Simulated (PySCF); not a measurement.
## Configurations of LaH

Unrestricted PBE0; basis La x2c-TZVPPall, H x2c-TZVPPall; spin-free X2C with a Gaussian nucleus; PySCF 2.14. The search starts from ions with several 4f fillings and holds each by maximum overlap.

The lowest solution has 2Ms+1 = 3, about 0.0 4f electrons, near 2.08 Å.

The lowest solution of each spin and filling, followed along the bond (rough minima from three points):

```json
{"2Ms+1": "3", "4f population": "0.04", "⟨S²⟩ at the start": "2.00", "R at minimum (Å)": "2.08", "Te (eV)": "0.00"}
{"2Ms+1": "1", "4f population": "0.04", "⟨S²⟩ at the start": "0.00", "R at minimum (Å)": "2.02", "Te (eV)": "0.20"}
```

Solutions at the starting distance of 1.915 Å, counted from the lowest; the search is not exhaustive:

```
2Ms+1  4f population  E (eV)  ⟨S²⟩  ⟨Lz²⟩  μ (D)
    3           0.04    0.00  2.00    4.0  -2.84
    1           0.04    0.14  0.00    0.0  -1.92
    3           0.04    0.28  2.01    1.2  -2.00
    1           0.04    0.41  1.00    1.6  -2.61
    1           0.04    0.47  1.00    4.0  -2.07
```

Partly filled real f orbitals mix terms, so no term symbols are given. A positive dipole means La(−)H(+).

Spin–orbit coupling is left out. Counting both spins, an empty level lies below a filled one in some of these solutions, because spin and occupation are held. The state is the lowest single determinant that the PBE0 search found; with open d or f shells the true ground state can be another one.
